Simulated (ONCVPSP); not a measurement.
## Building the ONCV potential for Pb (PBE, scalar-relativistic).

- Element: lead (Pb)
- Generator: ONCVPSP 4.0.1
- Type: optimised norm-conserving Vanderbilt (ONCV)
- Functional: PBE
- Relativity: scalar-relativistic
- Frozen core: [Xe] 4f14
- Valence charge: 14
- Reference configuration: 5d10 6s2 6p1.5 (charge +0.5)
- Partial waves: 6s: rc 2.10 bohr, ncon 3, nbas 7, qcut 3.3 1/bohr, 1 projector; 6p: rc 2.75 bohr, ncon 4, nbas 8, qcut 3.2 1/bohr, 2 projectors, debl 2.2 Ha; 5d: rc 1.60 bohr, ncon 4, nbas 8, qcut 8.5 1/bohr, 1 projector
- Local potential: polynomial inside 1.30 bohr (lpopt 3, dvloc0 0 Ha)
- Core correction: Teter function fitted to the true core (icmod 2), fcfact 0.7

Poles of the logarithmic derivatives, all-electron (AE) and pseudo (PS). s: poles at 1.1 (AE) and 0.9, 4.3 (PS) Ha. p: poles at 0.6, 4.6 (AE) and 0.6, 1.2, 4.5 (PS) Ha. d: poles at 0.2 (AE) and 0.2 (PS) Ha. Test radii: s 2.13, p 2.79, d 1.62 bohr.

* Cutoffs needed: 26 Ha and 30 Ha (the cutoffs (Ha) at which the residual kinetic energy of the hardest occupied pseudo-wave falls to 1 and 0.1 mHa per electron)
* Ghost test: ghosts flagged at negative energy: s at -115.8 eV; GHOST(+) flagged for p at 33.2 eV; a true bound ghost makes a file unfit for plane-wave use
* Largest excitation error: -23 meV (all-electron minus pseudo) for 5d10 6s1 6p0, out of 4 test configurations
* rms error of d²Exc/dni dnj: 3.51 mHa without and 0.65 mHa with the model core
